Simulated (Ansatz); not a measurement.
Ansatz (a program for electronic structure) input (PBE/def2-SVP):

Ansatz 0.2 input:
```yaml
crystal:
  periodic: [false, false, false]
  atoms:
    - {symbol: Ge, position_ang: [-0.00000000, -0.00000000, -0.67615959]}
    - {symbol: S, position_ang: [0.00000000, 0.00000000, 1.35231918]}
basis:
  gaussian:
    orbitals: def2-SVP
hamiltonian:
  xc: {name: PBE}
magnetization: {spin_polarized: false}
```

Output:

```
Functional definition: PBE
integrals: 0.01 GiB planned
556 factors; their error is unknown
mean field: 0.10 GiB planned
mean field evaluation 1: about -67328.9133 eV, gradient 2.7e1 eV
mean field evaluation 2: about -67292.4234 eV, gradient 9.7e1 eV
mean field evaluation 4: about -67330.7825 eV, gradient 5.1e0 eV
mean field evaluation 8: about -67330.8698 eV, gradient 2.0e-2 eV
mean field -67330.81526152 eV, -2474.3618223951 hartree, gradient 7.9e-5 eV, S^2 0.000000; 0 other end points of the search recorded, 0 dependent functions left out
reference -67330.81528170 eV, -2474.3618231367 hartree; 24, 24 occupied and 26, 26 virtual orbitals, 556 factors
Total energy: -67330.81528170 eV, -2474.3618231367 hartree
```
